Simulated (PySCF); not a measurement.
Screening by computed properties: pick the candidate that meets the target.

Species are written as SMILES; each is one conformer at its optimised geometry, gas phase, non-relativistic unless stated; the electronic structure was computed with PySCF and density fitting.

Dipoles, sizes and rotational constants follow the conformer. The torsions of the flexible species, by atom-mapped SMILES:
- `[CH:1]#[C:2][CH2:3][C@@H:4]1[CH2:5]/[C:6](=[CH:7]\[F:8])[C:9]1=[CH2:10]`: C2–C3–C4–C5 174°
- `[Cl:1][C@H:2]1[SiH2:3][CH:4]=[C:5]1[c:6]1[cH:7][cH:8][cH:9][o:10]1`: C4–C5–C6–C7 180°
- `[O:1]=[C:2]([Cl:3])[c:4]1[cH:5][cH:6][cH:7][cH:8][c:9]1[C:10](=[O:11])[Cl:12]`: O1–C2–C4–C5 133°, C8–C9–C10–O11 133°
- `[CH3:1][CH2:2][NH:3][C:4](=[S:5])[C@@H:6]1[CH2:7][CH2:8][SiH2:9]1`: C1–C2–N3–C4 134°, C2–N3–C4–S5 1°, N3–C4–C6–C7 -142°
- `[CH3:1][CH2:2][CH2:3][C@H:4]([CH3:5])[CH2:6][SH:7]`: C1–C2–C3–C4 -174°, C2–C3–C4–C5 -69°, C3–C4–C6–S7 -63°, H–S7–C6–C4 -62°

Problem. Wanted: HOMO–LUMO gap above 5.4 eV (PBE0/pcSseg-1) and dipole moment above 1 D (PBE0/pcSseg-1), at GFN2-xTB geometries. Which candidate meets both?
A. `C#CC[C@@H]1C/C(=C\F)C1=C`
B. `O=C(Cl)c1ccccc1C(=O)Cl`
C. `CCNC(=S)[C@@H]1CC[SiH2]1`
D. `Cl[C@H]1[SiH2]C=C1c1ccco1`

Solution. B. Computed values:
```csv
species,HOMO–LUMO gap,dipole moment
Cl[C@H]1[SiH2]C=C1c1ccco1,5.06 eV,1.86 D
CCNC(=S)[C@@H]1CC[SiH2]1,5.23 eV,4.16 D
C#CC[C@@H]1C/C(=C\F)C1=C,5.51 eV,0.74 D
O=C(Cl)c1ccccc1C(=O)Cl,5.73 eV,5.89 D
```

Problem. Wanted: HOMO energy above -6.5 eV (PBE0/pcSseg-1) and smallest rotational constant below 0.7 GHz (GFN2-xTB), at GFN2-xTB geometries. Which candidate meets both?
A. `C#CC[C@@H]1C/C(=C\F)C1=C`
B. `o1cccc1C1=C[SiH2][C@@H]1Cl`
C. `O=C(Cl)c1ccccc1C(=O)Cl`
D. `CCC[C@H](C)CS`

Solution. B. Computed values:
```csv
species,HOMO energy,smallest rotational constant
O=C(Cl)c1ccccc1C(=O)Cl,-8.41 eV,0.405 GHz
CCC[C@H](C)CS,-6.71 eV,0.844 GHz
C#CC[C@@H]1C/C(=C\F)C1=C,-6.58 eV,0.597 GHz
o1cccc1C1=C[SiH2][C@@H]1Cl,-6.46 eV,0.519 GHz
```
